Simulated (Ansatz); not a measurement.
```yaml
crystal:
  periodic: [false, false, false]
  atoms:
    - {symbol: F, position_ang: [-0.816977, 1.694330, 0.521270]}
    - {symbol: C, position_ang: [0.487916, 1.273942, 0.374213]}
    - {symbol: S, position_ang: [0.757010, -0.353767, 1.100029]}
    - {symbol: In, position_ang: [-0.517454, -1.692314, -0.425570]}
    - {symbol: H, position_ang: [0.719586, 1.280951, -0.691840]}
    - {symbol: H, position_ang: [1.132446, 1.977075, 0.905337]}
    - {symbol: H, position_ang: [-1.027716, -0.860355, -1.832877]}
    - {symbol: H, position_ang: [-0.734810, -3.319852, 0.049438]}
basis:
  gaussian: {orbitals: ANO-RCC-VTZP, fitting: {mean_field: cc-pVTZ-jkfit}}
hamiltonian: {xc: {name: B2GP-PLYP}}
output: {forces: true}
```

```sh
$ ansatz run in.yaml --threads 4 --pin off --events-out ev --progress --plain --max-ram 10444MiB
```

(1) How does Ansatz answer? (An estimate is asked.)

Results:

(1) Ansatz gave: The program refused the input.
```
Functional definition: B2GP-PLYP
Error: <dir> the basis set cc-pVTZ-JKFIT has no functions for In
```
